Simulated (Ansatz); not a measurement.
Stepwise reaction of `[O]=[Mo](=[O])([F])[F]` with hydrogen chloride, as a gas-phase model of exchange steps in deposition or etching. ΔE in kJ/mol; ΔG adds harmonic PBE0-D4 terms to CCSD(T)/CBS, at 1 bar.

Calculated with Ansatz (gas phase, PBE0-D4/def2-TZVP geometries, no zero-point term in ΔE). CCSD(T)/CBS is the MP2 limit (def2-TZVPP, def2-QZVPP) plus CCSD(T) − MP2 in def2-TZVPP, frozen cores. This one scheme is used for every species. DFT in def2-TZVPP. B3LYP here is the variant with VWN-RPA as its local correlation; programs differ in this. Elements past krypton have def2 core potentials. For Mo outer-core shells are correlated without core-valence functions, which leaves a few kJ/mol of doubt a bond.

```
step                                                            reaction  PBE-D4  B3LYP-D4  ωB97M-V  CCSD(T)/CBS  ΔG(600 K)
   1    `[O]=[Mo](=[O])([F])[F]` + HCl → `[O]=[Mo](=[O])([F])[Cl]` + H–F    -2.7      -2.7      0.8        -14.7      -12.1
   2  `[O]=[Mo](=[O])([F])[Cl]` + HCl → `[O]=[Mo](=[O])([Cl])[Cl]` + H–F    -4.3      -4.5     -0.6        -16.6       -7.1
```

By hand: ΔE of the 2 steps together at CCSD(T)/CBS.

(-14.7) + (-16.6) = -31.3 kJ/mol, or -15.7 kJ/mol a step.

In ΔE the steps differ by no more than 1.9 kJ/mol. All are downhill at CCSD(T)/CBS. ΔG lies between -12.1 and -7.1 kJ/mol a step. PBE-D4 differs from CCSD(T)/CBS by 12.0 to 12.3 kJ/mol a step. Isolated molecules leave out the surface, adducts and barriers. Largest T1 diagnostic: 0.025.
